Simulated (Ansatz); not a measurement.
CH$_{5}$F$_{2}$NSi (`N[SiH2]C(F)F`), relaxed with RKS PBE0-D4/def2-TZVP in Ansatz from a PBE-D4/def2-SVP geometry. The force threshold is 0.005 eV/Å; the program also tests the step.

Charge 0, multiplicity 1.

Start:

```xyz
10

N     1.262    0.677   -0.828
Si    0.534   -0.430    0.303
C    -1.319    0.090    0.417
F    -1.864   -0.009   -0.853
F    -2.007   -0.761    1.249
H     0.881    0.697   -1.778
H     2.282    0.754   -0.860
H     0.513   -1.898   -0.052
H     1.212   -0.254    1.631
H    -1.494    1.134    0.771
```

```csv
step,energy (eV),largest force (eV/Å),largest move (Å)
1,-15912.6190,0.580,0.000
2,-15912.6580,0.247,0.029
3,-15912.6645,0.093,0.018
4,-15912.6650,0.352,0.057
5,-15912.6678,0.082,0.011
6,-15912.6684,0.141,0.043
7 (rejected),-15912.6684,0.196,0.122
8,-15912.6691,0.093,0.060
9 (rejected),-15912.6688,0.268,0.096
10,-15912.6696,0.062,0.048
11 (rejected),-15912.6693,0.155,0.050
12,-15912.6701,0.028,0.024
13,-15912.6701,0.035,0.015
14,-15912.6701,0.014,0.002
15,-15912.6702,0.004,0.006
16,-15912.6702,0.003,0.009
17,-15912.6702,0.005,0.008
18,-15912.6702,0.003,0.002
```

End:

```xyz
10

N     1.278    0.581   -0.877
Si    0.516   -0.441    0.260
C    -1.316    0.095    0.433
F    -1.930    0.011   -0.791
F    -1.985   -0.744    1.279
H     1.044    0.563   -1.856
H     2.198    0.949   -0.714
H     0.467   -1.885   -0.096
H     1.197   -0.247    1.564
H    -1.469    1.118    0.797
```

It took 43 s on 4 threads of an AMD EPYC 7B13 on a shared host, with 0.5 GiB of host memory at the peak.
